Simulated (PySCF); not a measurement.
# Cobalt: a sound run and one with changed settings

Sound run: Co⁺ [Ar] 3d8, Co²⁺ [Ar] 3d7. All numbers are calculated (PySCF 2.14, the non-relativistic Hamiltonian (point nucleus), in def2-TZVP (6s4p4d1f, 45 functions)). In the sound run the correlated levels freeze [Ar]. The sound run starts from symmetry-adapted Hartree-Fock orbitals and uses a fine grid where one is needed.

Changed run: all electrons correlated in a basis built for the valence shell.

| species | method | sound run (hartree) | changed run (hartree) | converged |
| --- | --- | --- | --- | --- |
| Co⁺ | MP2 | -1381.33720 | -1381.62900 | yes |
| Co²⁺ | MP2 | -1380.72372 | -1380.99201 | yes |

Ionisation energy of Co⁺:

```
 method  sound run (eV)  changed run (eV)
    UHF          14.368            14.368
    MP2          16.694            17.333
SCS-MP2          16.575            17.050
```

A valence basis has no tight correlating functions, so it recovers only part of the core correlation, and not evenly between atom and ion.

For comparison, NIST gives 17.084 eV between the lowest levels.
